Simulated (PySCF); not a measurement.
A series of related molecules.

All values: PBE0/pcSseg-1 (PySCF) at GFN2-xTB geometries, gas phase, one conformer each.

(1) Rank by the lowest Hirshfeld charge on any atom, highest value first.
A. `C1CC1N(NC)CCC`
B. `CNN(C1CCC1)C1CC1`
C. `C[SiH](C)N(C1CC1)NC`
D. `CNN([SiH3])C1CC1`

(2) Rank by the highest IAO charge on any atom, highest value first.
A. `CNNC1CC1`
B. `CNN([SiH3])C1CC1`
C. `CNN(C1CC1)[SiH](C)C`
D. `CNN(C)C1CC1`

(3) Rank by dipole moment, highest first.
A. `[CH3:1][NH:2][N:3]([CH:4]1[CH2:5][CH2:6]1)[SiH:7]([CH3:8])[CH3:9]` with C1–N2–N3–C4 64°, N2–N3–C4–C5 61°, N2–N3–Si7–C8 -40°
B. `[CH2:1]=[CH:2][CH2:3][N:4]([NH:5][CH3:6])[CH:7]1[CH2:8][CH2:9]1` with C1–C2–C3–N4 131°, C2–C3–N4–N5 -72°, C3–N4–N5–C6 89°, C3–N4–C7–C8 -89°
C. `[CH3:1][NH:2][N:3]([SiH3:4])[CH:5]1[CH2:6][CH2:7]1` with C1–N2–N3–Si4 -95°, N2–N3–C5–C6 -166°
D. `[CH3:1][NH:2][N:3]([CH3:4])[CH:5]1[CH2:6][CH2:7]1` with C1–N2–N3–C4 -154°, N2–N3–C5–C6 -91°

Answers

(1) B (-0.108 e), A (-0.119 e), D (-0.135 e), C (-0.222 e).

(2) C (+1.042 e), B (+0.729 e), A (+0.250 e), D (+0.212 e).

(3) C (1.79 D), A (1.52 D), D (1.29 D), B (1.09 D).

All values together:

| SMILES | formula | μ (D) | HOMO (eV) | LUMO (eV) | lowest IAO charge (e) | highest IAO charge (e) | lowest Hirshfeld charge (e) | highest Hirshfeld charge (e) |
| --- | --- | --- | --- | --- | --- | --- | --- | --- |
| CNN(C)C1CC1 | C5H12N2 | 1.29 | -6.34 | 1.54 | -0.321 (N) | +0.212 (H) | -0.120 (N) | +0.095 (H) |
| CCCN(NC)C1CC1 | C7H16N2 | 1.33 | -6.36 | 1.53 | -0.419 (C) | +0.213 (H) | -0.119 (C) | +0.096 (H) |
| CNNC1CC1 | C4H10N2 | 1.63 | -6.56 | 1.43 | -0.326 (N) | +0.250 (H) | -0.126 (N) | +0.108 (H) |
| C=CCN(NC)C1CC1 | C7H14N2 | 1.09 | -6.35 | 0.28 | -0.326 (C) | +0.215 (H) | -0.121 (N) | +0.096 (H) |
| CNN(C1CC1)[SiH](C)C | C6H16N2Si | 1.52 | -6.21 | 1.35 | -0.724 (C) | +1.042 (Si) | -0.222 (C) | +0.392 (Si) |
| CNN(C1CC1)C1CC1 | C7H14N2 | 1.32 | -6.30 | 1.45 | -0.317 (N) | +0.214 (H) | -0.118 (N) | +0.096 (H) |
| CNN([SiH3])C1CC1 | C4H12N2Si | 1.79 | -6.11 | 1.06 | -0.422 (N) | +0.729 (Si) | -0.135 (N) | +0.329 (Si) |
| CNN(C1CCC1)C1CC1 | C8H16N2 | 1.33 | -6.35 | 1.35 | -0.318 (N) | +0.214 (H) | -0.108 (N) | +0.097 (H) |

Conformers: `[CH3:1][NH:2][N:3]([CH3:4])[CH:5]1[CH2:6][CH2:7]1` with C1–N2–N3–C4 -154°, N2–N3–C5–C6 -91°; `[CH3:1][CH2:2][CH2:3][N:4]([NH:5][CH3:6])[CH:7]1[CH2:8][CH2:9]1` with C1–C2–C3–N4 -179°, C2–C3–N4–N5 -65°, C3–N4–N5–C6 153°, C3–N4–C7–C8 -146°; `[CH3:1][NH:2][NH:3][CH:4]1[CH2:5][CH2:6]1` with C1–N2–N3–C4 84°, N2–N3–C4–C5 142°; `[CH2:1]=[CH:2][CH2:3][N:4]([NH:5][CH3:6])[CH:7]1[CH2:8][CH2:9]1` with C1–C2–C3–N4 131°, C2–C3–N4–N5 -72°, C3–N4–N5–C6 89°, C3–N4–C7–C8 -89°; `[CH3:1][NH:2][N:3]([CH:4]1[CH2:5][CH2:6]1)[SiH:7]([CH3:8])[CH3:9]` with C1–N2–N3–C4 64°, N2–N3–C4–C5 61°, N2–N3–Si7–C8 -40°; `[CH3:1][NH:2][N:3]([CH:4]1[CH2:5][CH2:6]1)[CH:7]1[CH2:8][CH2:9]1` with C1–N2–N3–C4 -79°, N2–N3–C4–C5 163°, N2–N3–C7–C8 -64°; `[CH3:1][NH:2][N:3]([SiH3:4])[CH:5]1[CH2:6][CH2:7]1` with C1–N2–N3–Si4 -95°, N2–N3–C5–C6 -166°; `[CH3:1][NH:2][N:3]([CH:4]1[CH2:5][CH2:6][CH2:7]1)[CH:8]1[CH2:9][CH2:10]1` with C1–N2–N3–C4 -153°, N2–N3–C4–C5 50°, N2–N3–C8–C9 -160°, N3–C4–C5–C6 133°, C4–C5–C6–C7 -15°, C5–C6–C7–C4 15°, N3–C8–C9–C10 108°.
